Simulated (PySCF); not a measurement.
F2S, SMILES FSF (connectivity only; charge and spin as stated), charge -1, multiplicity 2. Atoms are numbered in the order given.

```xyz
3

F      0.0000    -1.1781    -0.6481
S      0.0000     0.0000     0.7292
F      0.0000     1.1781    -0.6481
```
Charge -1, spin multiplicity 2.

Geometry optimised at B3LYP-D3(BJ)/def2-TZVPD. The geometry has at least one imaginary mode, so it is a saddle point at that level. The multiplicity is an assumed one; other spin states were not compared.

Computed with PySCF with ωB97X/def2-TZVPD.

Mulliken values depend strongly on the basis, most of all with diffuse functions as here. ESP charges are fitted to the potential on shells at 1.4 to 2.0 van der Waals radii. Atomic charges (e):

```csv
atom,ESP fit,meta-Löwdin,Mulliken spin
F1,-0.31,-0.55,0.07
S2,-0.38,0.11,0.86
F3,-0.31,-0.55,0.07
```
